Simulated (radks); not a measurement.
Q: The table gives one normalised radial function P(r) = r R(r) of Cl4+ in [Ne] 3s2 3p1 (r in bohr). Method: scalar-relativistic Kohn-Sham, exchange-only LDA, spin-polarised, spherical densities, finite nucleus; open shells are filled with parallel spins first; Fermi nuclear charge, rms radius 3.3654 fm; computed with a radial shooting solver on a logarithmic mesh with Libxc functionals.

r	P
0.00539	0.0017
0.006853	0.0027
0.008711	0.0042
0.01107	0.0066
0.01408	0.0104
0.0179	0.0161
0.02257	0.0246
0.02869	0.0376
0.03648	0.0569
0.04637	0.0845
0.05895	0.1229
0.07494	0.1741
0.09526	0.2383
0.1211	0.3125
0.154	0.3877
0.1957	0.4469
0.2488	0.4650
0.3163	0.4128
0.4021	0.2666
0.5111	0.0216
0.6498	-0.2940
0.826	-0.6138
1.042	-0.8397
1.324	-0.9044
1.684	-0.7729
2.14	-0.5144
2.721	-0.2555
3.459	-0.0892
4.397	-0.0202
5.589	-0.0027

Which n and l does it have? It may be an empty orbital.

A: n = 3, l = 1: the number of nodes gives n - l - 1 = 1, the rise at small r (about r^(l+1)) gives l, and the extent must fit the shell. The curve is that of 3p up; the table hardly tells the two spins apart. 3p up: eigenvalue -59.099 eV, 1 radial node at r = 0.520 bohr, <r> = 1.45 bohr, 90 % of the charge inside 2.17 bohr.
